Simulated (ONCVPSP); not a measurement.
## Configuration tests for Be (Z = 4) (ONCV)

| Quantity | Value |
| --- | --- |
| Element | Be |
| Generator | ONCVPSP 4.0.1 |
| Type | optimised norm-conserving Vanderbilt (ONCV) |
| Functional | PBE |
| Relativity | scalar-relativistic |
| Frozen core | [He] |
| Valence charge | 2 |
| Reference configuration | 2s2 |
| Partial waves | 2s: rc 1.45 bohr, ncon 3, nbas 7, qcut 5.2 1/bohr, local; p scattering state at 0.02 Ha: rc 1.45 bohr, ncon 4, nbas 7, qcut 6.9 1/bohr, 2 projectors, debl 3.1 Ha |
| Local potential | the s channel |
| Core correction | Teter function, fcfact 4.75, rcfact 1.45 |

Energies are relative to the spin-unpolarised reference configuration 2s2; without spin polarisation the order of configurations can differ from experiment.

| valence configuration | charge | ΔE all-electron (eV) | error AE − PS (meV) |
| --- | --- | --- | --- |
| 2s1 | +1 | 9.551 | +15 |
| 2s1.5 | +0.5 | 3.761 | +2.1 |

Problem. What are ΔE and the potential's error for 2s1 2p1?

Solution. ΔE = 3.612 eV all-electron; the error (AE − PS) is +4.2 meV.

Problem. What are ΔE and the potential's error for 2s0 2p2?

Solution. ΔE = 7.251 eV all-electron; the error (AE − PS) is +18 meV.
